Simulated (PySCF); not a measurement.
**Excited states of Pb²⁺ (lead, charge +2)**

Ground state [Xe] 4f14 5d10 6s2, ¹S. All numbers are calculated (PySCF 2.14, scalar relativity through the core potential, in aug-cc-pwCVTZ-PP with one added diffuse shell each of d, f type with ECP60MDF (8s7p7d5f1g, 108 functions)). Vertical excitation energies in eV without spin-orbit coupling; excited terms of each kind are numbered among those the solver found. Frozen: nothing.

```tsv
term	leading excitation	EOM-EE-CCSD
1 3P°	6s → p	9.084
1 1P°	6s → p	11.748
1 3S	6s → s	18.504
1 1S	6s → s	18.994
1 1D	6s → d	19.416
1 3D	6s → d	19.552
2 3P°	6s → p	21.640
2 1P°	6s → p	21.662
1 3F°	6s → f	23.618
1 1F°	6s → f	23.714
2 3D	6s → d	24.948
2 1D	6s → d	25.289
```

Doubly excited terms such as np² are absent. The solver can miss terms. Rydberg members are limited by the diffuse functions of the basis.
